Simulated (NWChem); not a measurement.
System: SiIF, singlet; SMILES F[Si]I

Here is an NWChem input.

```
start job
memory heap 200 mb stack 900 mb global 1100 mb
geometry units angstroms noautoz
  Si    -0.655379     1.559625     0.000000
  F      0.797429     2.295282     0.000000
  I      0.022385    -0.836912     0.000000
end
basis spherical
  * library def2-svpd
end
ecp
  I library def2-ecp
end
dft
  xc xpbe96 cpbe96
  iterations 150
end
tddft
  nroots 6
  notriplet
end
task tddft energy
```

Excerpt of the output:

```
             Northwest Computational Chemistry Package (NWChem) 7.3.0
             --------------------------------------------------------

 CS  symmetry detected

                             Geometry "geometry" -> ""
                             -------------------------

 Output coordinates in angstroms (scale by  1.889725989 to convert to a.u.)

  No.       Tag          Charge          X              Y              Z
 ---- ---------------- ---------- -------------- -------------- --------------
    1 Si                  14.0000    -0.67041838     1.57343804     0.00000000
    2 F                    9.0000     0.77021114     2.33266718     0.00000000
    3 I                   53.0000     0.04630108    -0.81173844     0.00000000

 Effective nuclear repulsion energy (a.u.)     276.8302999759

      Symmetry information
      --------------------

 Group name             Cs
 Group number              2
 Group order               2
 No. of unique centers     3

 Summary of "ao basis" -> "ao basis" (spherical)
 ------------------------------------------------------------------------------
       Tag                 Description            Shells   Functions and Types
 ---------------- ------------------------------  ------  ---------------------
 Si                        def2-svpd                10       24   5s3p2d
 F                         def2-svpd                 9       23   4s3p2d
 I                         def2-svpd                13       35   5s5p3d

      Symmetry analysis of basis
      --------------------------

        a'         57
        a"         25

            General Information
            -------------------
          SCF calculation type: DFT
          Wavefunction type:  closed shell.
          No. of atoms     :     3
          No. of electrons :    48
           Alpha electrons :    24
            Beta electrons :    24
          Charge           :     0
          Spin multiplicity:     1
          Use of symmetry is: off; symmetry adaption is: on
          Maximum number of iterations: 150
          AO basis - number of functions:    82
                     number of shells:    32
          Convergence on energy requested:  1.00D-06
          Convergence on density requested:  1.00D-05
          Convergence on gradient requested:  5.00D-04

              XC Information
              --------------
          PerdewBurkeErnzerhof Exchange Functional  1.000
            Perdew 1991 LDA Correlation Functional  1.000 local
           PerdewBurkeErnz. Correlation Functional  1.000 non-local

             Grid Information
             ----------------
          Grid used for XC integration:  medium
          Radial quadrature: Mura-Knowles
          Angular quadrature: Lebedev.
          Tag              B.-S. Rad. Rad. Pts. Rad. Cut. Ang. Pts.
          ---              ---------- --------- --------- ---------
          Si                  1.10       88          12.0       590
          F                   0.50       49          13.0       434
          I                   1.40      123          12.0       590
          Grid pruning is: on
          Number of quadrature shells:   260
          Spatial weights used:  Erf1

      Superposition of Atomic Density Guess
      -------------------------------------

 Sum of atomic energies:        -735.16275937

      Non-variational initial energy
      ------------------------------

 Total energy =    -684.916851
 1-e energy   =   -1360.511869
 2-e energy   =     523.383517
 HOMO         =      -0.268229
 LUMO         =      -0.043433

      Symmetry analysis of molecular orbitals - initial
      -------------------------------------------------

  Numbering of irreducible representations:

     1 a'          2 a"

  Orbital symmetries:

[...]

                                NWChem TDDFT Module
                                -------------------

            General Information
            -------------------
           No. of orbitals :     164
            Alpha orbitals :      82
             Beta orbitals :      82
        Alpha frozen cores :       0
         Beta frozen cores :       0
     Alpha frozen virtuals :       0
      Beta frozen virtuals :       0
         Spin multiplicity :       1
    Number of AO functions :      82
        Use of symmetry is : off
      Symmetry adaption is : on
         Schwarz screening :  0.10D-07

              XC Information
              --------------
   PerdewBurkeErnzerhof Exchange Functional   1.00
     Perdew 1991 LDA Correlation Functional   1.00 local
    PerdewBurkeErnz. Correlation Functional   1.00 non-local

             TDDFT Information
             -----------------
          Calculation type : TDDFT
         Wavefunction type : Restricted singlets
          No. of electrons :      48
           Alpha electrons :      24
            Beta electrons :      24
              No. of roots :       6
          Max subspacesize :    5200
            Max iterations :     100
               Target root :       1
           Target symmetry : none
      Symmetry restriction : off
                 Algorithm : Optimal
        Davidson threshold :  0.10D-03

    6 smallest eigenvalue differences (eV)
--------------------------------------------------------
  No. Spin  Occ  Vir  Irrep   E(Occ)    E(Vir)   E(Diff)
--------------------------------------------------------
    1    1   24   25 a"       -0.242    -0.136     2.885
    2    1   23   25 a"       -0.257    -0.136     3.287
    3    1   22   25 a'       -0.264    -0.136     3.493
    4    1   24   26 a'       -0.242    -0.055     5.096
    5    1   23   26 a'       -0.257    -0.055     5.498
    6    1   24   27 a'       -0.242    -0.035     5.644
--------------------------------------------------------

  Entering Davidson iterations
  Restricted singlet excited states

  Iter   NTrls   NConv    DeltaV     DeltaE      Time
  ----  ------  ------  ---------  ---------  ---------
    1      6       0     0.23E+00   0.10+100        4.6
    2     12       0     0.97E-01   0.38E-01        6.4
    3     24       0     0.35E-01   0.56E-02        8.6
    4     36       0     0.12E-01   0.45E-03        8.3
    5     48       0     0.59E-01   0.68E-02        7.7
    6     60       1     0.11E-01   0.39E-02        7.1
    7     70       3     0.23E-02   0.77E-04        6.0
    8     76       4     0.12E-02   0.14E-05        5.1
    9     80       4     0.55E-03   0.25E-06        4.2
   10     84       5     0.25E-03   0.55E-07        4.2
   11     86       5     0.11E-03   0.10E-07        4.3
   12     88       6     0.69E-04   0.19E-08        4.4
  ----  ------  ------  ---------  ---------  ---------
  Convergence criterion met

  Ground state a'       -686.690643181168 a.u.

  ----------------------------------------------------------------------------
  Root   1 singlet a"             0.116624744 a.u.                3.1735 eV
  ----------------------------------------------------------------------------
     Transition Moments    X -0.00000   Y  0.00000   Z  0.17733
     Dipole Oscillator Strength                    0.0024448943
     Electric Quadrupole                           0.0000000190
     Magnetic Dipole                               0.0000005729
     Total Oscillator Strength                     0.0024454862

     Occ.   21  a'  ---  Virt.   25  a"   0.05335 X
     Occ.   23  a'  ---  Virt.   25  a"  -0.58786 X
     Occ.   24  a'  ---  Virt.   25  a"  -0.80757 X
  ----------------------------------------------------------------------------
  Root   2 singlet a"             0.133058908 a.u.                3.6207 eV
  ----------------------------------------------------------------------------
     Transition Moments    X -0.00000   Y -0.00000   Z  0.36006
     Dipole Oscillator Strength                    0.0115000087
     Electric Quadrupole                           0.0000001205
     Magnetic Dipole                               0.0000031127
     Total Oscillator Strength                     0.0115032418

     Occ.   21  a'  ---  Virt.   25  a"   0.12610 X
     Occ.   23  a'  ---  Virt.   25  a"   0.80594 X
     Occ.   24  a'  ---  Virt.   25  a"  -0.57990 X
     Occ.   24  a'  ---  Virt.   25  a"   0.06557 Y
  ----------------------------------------------------------------------------
  Root   3 singlet a'             0.148184386 a.u.                4.0323 eV
  ----------------------------------------------------------------------------
     Transition Moments    X  0.12623   Y -0.50504   Z  0.00000
     Dipole Oscillator Strength                    0.0267716311
     Electric Quadrupole                           0.0000000002
     Magnetic Dipole                               0.0000000004
     Total Oscillator Strength                     0.0267716316

     Occ.   21  a'  ---  Virt.   26  a'   0.06173 X
     Occ.   22  a"  ---  Virt.   25  a"   0.96104 X
     Occ.   22  a"  ---  Virt.   25  a"  -0.06887 Y
     Occ.   23  a'  ---  Virt.   26  a'   0.06960 X
     Occ.   23  a'  ---  Virt.   27  a'  -0.12859 X
     Occ.   24  a'  ---  Virt.   26  a'  -0.22437 X
  ----------------------------------------------------------------------------
  Root   4 singlet a'             0.203915501 a.u.                5.5488 eV
  ----------------------------------------------------------------------------
     Transition Moments    X -0.24787   Y  0.39100   Z -0.00000
     Dipole Oscillator Strength                    0.0291354103
     Electric Quadrupole                           0.0000000694
     Magnetic Dipole                               0.0000000004
     Total Oscillator Strength                     0.0291354801

[...]
```

Level: PBE/def2-SVPD with def2 effective core potentials on I, full TDDFT. Low-valent species are run as closed-shell singlets; no triplet was tried in these runs. Coordinates come from a PBE0/def2-SVP optimisation. def2 effective core potentials on I; no spin-orbit coupling.
